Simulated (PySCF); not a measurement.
# Electron correlation in Mg (magnesium, neutral)

[Ne] 3s1 3p1, high-spin 3P determinant (an excited configuration). All numbers are calculated (PySCF 2.14, the non-relativistic Hamiltonian (point nucleus), in aug-cc-pCVDZ (6s5p3d, 36 functions)). Frozen: [Ne]; 2 electrons correlated.

With two correlated electrons CCSD is exact within the correlated space (frozen core and kept virtual orbitals).

| level | correlation energy (mhartree) |
| --- | --- |
| CCSD | -4.08 |

Diagnostics: T1 = 0.0053, D1 = 0.0091, largest double amplitude 0.041.

Cost of the coupled-cluster step: roughly 0.16 core-seconds, for 2 correlated electrons.

Iterations:

```
CC2 = 0
CCSD nocc = (np.int64(2), np.int64(0)), nmo = (31, 31)
frozen orbitals [[0, 1, 2, 3, 4], [0, 1, 2, 3, 4]]
max_cycle = 100
direct = 0
conv_tol = 1e-08
conv_tol_normt = 1e-06
diis_space = 8
diis_start_cycle = 0
Init t2, MP2 energy = -0.00200200997366191
Init E_corr(UCCSD) = -0.00200200997574695
cycle = 1  E_corr(UCCSD) = -0.00298156148546372  dE = -0.00097955151  norm(t1,t2) = 0.0251357
cycle = 2  E_corr(UCCSD) = -0.00348481885125675  dE = -0.000503257366  norm(t1,t2) = 0.0138662
cycle = 3  E_corr(UCCSD) = -0.00408400531227318  dE = -0.000599186461  norm(t1,t2) = 0.00784197
cycle = 4  E_corr(UCCSD) = -0.00407862212702859  dE = 5.38318524e-06  norm(t1,t2) = 0.000795582
cycle = 5  E_corr(UCCSD) = -0.00408121381516935  dE = -2.59168814e-06  norm(t1,t2) = 9.75607e-05
cycle = 6  E_corr(UCCSD) = -0.00407982931227759  dE = 1.38450289e-06  norm(t1,t2) = 1.7967e-05
cycle = 7  E_corr(UCCSD) = -0.00408055533094087  dE = -7.26018663e-07  norm(t1,t2) = 7.90211e-06
cycle = 8  E_corr(UCCSD) = -0.00408039760797293  dE = 1.57722968e-07  norm(t1,t2) = 2.0289e-06
cycle = 9  E_corr(UCCSD) = -0.00408040114664952  dE = -3.53867659e-09  norm(t1,t2) = 1.39766e-07
UCCSD converged
E(UCCSD) = -199.5462718312917  E_corr = -0.004080401146649519
```
